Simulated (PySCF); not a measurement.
C₆ coefficients of unlike pairs at PBE0

Calculated with PySCF 2.14 from the dipole response of each species, C₆(A,B) = (3/π) ∫ α_A(iu) α_B(iu) du, in atomic units, from isotropic polarisabilities. For ions this is the dispersion term alone; charge-induced terms of lower order in 1/R come first.

```csv
species,configuration,basis,relativity,α (bohr³),C₆ (like pair)
Xe³⁺,[Kr] 4d10 5s2 5p3 (4S),aug-cc-pV5Z-PP with ECP28MDF (8s8p6d4f3g2h),core potential,9.454,54.82
As⁺,[Ar] 3d10 4s2 4p2 (3P),"x2c-TZVPPall with one added diffuse shell each of s, p, d type (7s6p5d1f)",spin-free X2C,16.81,101.4
Cu⁺,[Ar] 3d10 (1S),"aug-cc-pVTZ-PP with one added diffuse shell each of s, p, d, f, g type with ECP10MDF (7s7p6d4f3g)",core potential,7.053,23.35
Se²⁺,[Ar] 3d10 4s2 4p2 (3P),"x2c-QZVPPall with one added diffuse shell each of s, p, d, f type (12s9p6d5f1g)",spin-free X2C,9.288,43.70
```

**Question.** Estimate C₆ for Cu⁺ with Xe³⁺.

**Answer.** The integral gives 35.59. The combination rule 2 C_A C_B / (C_A α_B/α_A + C_B α_A/α_B) gives 35.46 and the geometric mean 35.78.

No spin-orbit coupling is included.

The other pairs:

| pair | C₆ |
| --- | --- |
| Cu⁺, As⁺ | 47.12 |
| Se²⁺, Xe³⁺ | 48.73 |
| As⁺, Xe³⁺ | 71.98 |
| Se²⁺, Cu⁺ | 31.71 |
| Se²⁺, As⁺ | 65.55 |
